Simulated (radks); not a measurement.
Kr XXVII, 10 electrons, occupied as [Ne] (the NIST ground configuration). All-electron calculation, scalar-relativistic Kohn-Sham, PBE, spin-polarised, spherical densities, point nucleus. Program: a radial shooting solver on a logarithmic mesh with Libxc functionals.

Local quantities along the radius. ELF = 1/(1 + alpha^2) is the electron localisation function; alpha = (tau - tau_W)/tau_unif compares the Pauli kinetic energy density with that of the uniform gas (summed over spins); -r V(r) is the screened charge that the Kohn-Sham potential of spin up presents (atomic units). tau is taken from the large components.

| r (bohr) | ELF | alpha | -r V(r) |
|---|---|---|---|
| 0.001936 | 1.000 | 0.01793 | 35.83 |
| 0.002422 | 1.000 | 0.01830 | 35.78 |
| 0.003006 | 1.000 | 0.01899 | 35.72 |
| 0.003731 | 1.000 | 0.02008 | 35.63 |
| 0.004668 | 1.000 | 0.02178 | 35.53 |
| 0.005793 | 0.999 | 0.02418 | 35.41 |
| 0.007247 | 0.999 | 0.02782 | 35.25 |
| 0.008995 | 0.999 | 0.03307 | 35.06 |
| 0.01125 | 0.998 | 0.04146 | 34.82 |
| 0.01397 | 0.997 | 0.05449 | 34.54 |
| 0.01733 | 0.994 | 0.07644 | 34.21 |
| 0.02169 | 0.986 | 0.1178 | 33.80 |
| 0.02691 | 0.963 | 0.1952 | 33.34 |
| 0.03367 | 0.885 | 0.3602 | 32.79 |
| 0.04179 | 0.683 | 0.6813 | 32.19 |
| 0.05228 | 0.403 | 1.217 | 31.49 |
| 0.06489 | 0.288 | 1.573 | 30.75 |
| 0.08053 | 0.372 | 1.299 | 30.01 |
| 0.1007 | 0.613 | 0.7942 | 29.25 |
| 0.125 | 0.794 | 0.5092 | 28.53 |
| 0.1564 | 0.867 | 0.3922 | 27.85 |
| 0.1942 | 0.873 | 0.3814 | 27.30 |
| 0.2429 | 0.818 | 0.4714 | 26.87 |
| 0.3015 | 0.641 | 0.7487 | 26.60 |
| 0.3741 | 0.280 | 1.603 | 26.50 |
| 0.4681 | 0.036 | 5.176 | 26.35 |
| 0.5809 | 0.002 | 25.21 | 26.17 |
| 0.7268 | 0.000 | 232.0 | 26.06 |

On this mesh the ELF has minima near r = 0.065 bohr, which separate the shells, and maxima near 0.17 (0.88).

Self-consistent cycle (total energy in hartree, residual of the potential): 1: -2318.072439, 4e+01; 2: -2322.537346, 3e+01; 3: -2326.347571, 3e-01; 4: -2326.358157, 2e-01; 5: -2326.356993, 4e-03; 6: -2326.357016, 8e-05; 7: -2326.357017, 2e-06; 8: -2326.357017, 2e-06; 9: -2326.357017, 8e-07; 10: -2326.357017, 4e-07; 11: -2326.357017, 2e-07; 12: -2326.357017, 9e-10.
